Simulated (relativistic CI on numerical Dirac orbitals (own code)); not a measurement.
# Cr²⁺: 3d valence photoemission

Computed with this model: Dirac-Coulomb-Breit CI, KLI orbitals optimised for each configuration, a model potential for QED, valence Slater integrals scaled by 0.9, multiplet model of photoemission in the sudden approximation; configurations [Ar] 3d4 → [Ar] 3d3; 300 K; Lorentzian 0.42 eV and Gaussian 0.5 eV FWHM. Energies are those of the free ion, without screening or charge transfer. The energies are binding energies and can lie tens of eV above those of solids. S is read from ⟨S²⟩ = S(S + 1).

Field parameters in Wybourne normalisation: Oh B⁴₀ = 21Dq, B⁴₄ = √(5/14) B⁴₀. The field is a parameter set, without covalency.

Computed curve for Oh, 10Dq = 26150 cm⁻¹, scaled to 100 at the maximum (points under 2 are left out and the grid is thinned):

| Energy (eV) | Intensity |
| --- | --- |
| 26.4 | 2.0 |
| 26.7 | 2.8 |
| 26.9 | 3.5 |
| 27.2 | 5.6 |
| 27.4 | 8.5 |
| 27.7 | 20.2 |
| 27.9 | 39.6 |
| 28.2 | 77.4 |
| 28.4 | 76.0 |
| 28.7 | 38.1 |
| 28.9 | 20.4 |
| 29.2 | 10.8 |
| 29.4 | 9.3 |
| 29.7 | 10.5 |
| 29.9 | 14.3 |
| 30.2 | 32.2 |
| 30.4 | 59.7 |
| 30.7 | 100.0 |
| 30.9 | 90.5 |
| 31.2 | 48.1 |
| 31.4 | 37.2 |
| 31.7 | 51.6 |
| 31.9 | 60.7 |
| 32.2 | 41.4 |
| 32.4 | 23.4 |
| 32.7 | 10.9 |
| 32.9 | 7.7 |
| 33.2 | 4.9 |
| 33.4 | 3.9 |
| 33.7 | 3.5 |
| 33.9 | 3.4 |
| 34.2 | 2.8 |
| 34.4 | 2.5 |
| 34.7 | 2.8 |
| 34.9 | 2.9 |
| 35.2 | 2.7 |
| 35.4 | 3.1 |
| 35.7 | 4.4 |
| 35.9 | 4.3 |
| 36.2 | 2.5 |

The ground state has S = 1.00, and the centroid lies at 30.37 eV.
